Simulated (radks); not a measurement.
The praseodymium ion Pr12+, 47 electrons, occupied as [Kr] 4d10 5s1 (the NIST ground configuration). Method: Dirac Kohn-Sham, relativistic LDA (MacDonald-Vosko exchange, VWN5 correlation), spin-unpolarised, spherical densities, finite nucleus; Fermi nuclear charge, rms radius 4.8919 fm; computed with a radial shooting solver on a logarithmic mesh with Libxc functionals.

Normalised radial functions P(r) = r R(r) (large component), r in bohr:

r,4p3/2,4d5/2,5s1/2
0.001106,0.0016,0.0000,0.0493
0.001663,0.0034,0.0000,0.0688
0.002481,0.0073,0.0001,0.0935
0.003701,0.0154,0.0002,0.1236
0.005521,0.0319,0.0006,0.1564
0.008237,0.0642,0.0018,0.1838
0.01229,0.1242,0.0055,0.1896
0.01833,0.2256,0.0162,0.1482
0.02757,0.3753,0.0459,0.0304
0.04113,0.5257,0.1171,-0.1511
0.06135,0.5473,0.2662,-0.2984
0.09153,0.2395,0.5087,-0.2167
0.1365,-0.4109,0.7439,0.1683
0.2037,-0.8368,0.6644,0.4476
0.3039,-0.2244,-0.0245,0.0213
0.457,1.0658,-1.0133,-0.6341
0.6817,1.3855,-1.3173,-0.1432
1.017,0.6510,-0.7655,0.9464
1.517,0.1084,-0.1886,0.8971
2.263,0.0044,-0.0141,0.2223
3.377,0.0000,-0.0002,0.0112

4p3/2: eigenvalue -414.24 eV, 2 radial nodes at r = 0.108, 0.327 bohr, <r> = 0.654 bohr, 90 % of the charge inside 0.947 bohr. 4d5/2: eigenvalue -312.72 eV, 1 radial node at r = 0.301 bohr, <r> = 0.697 bohr, 90 % of the charge inside 1.04 bohr. 5s1/2: eigenvalue -209.75 eV, 4 radial nodes at r = 0.0297, 0.117, 0.307, 0.717 bohr, <r> = 1.25 bohr, 90 % of the charge inside 1.75 bohr.
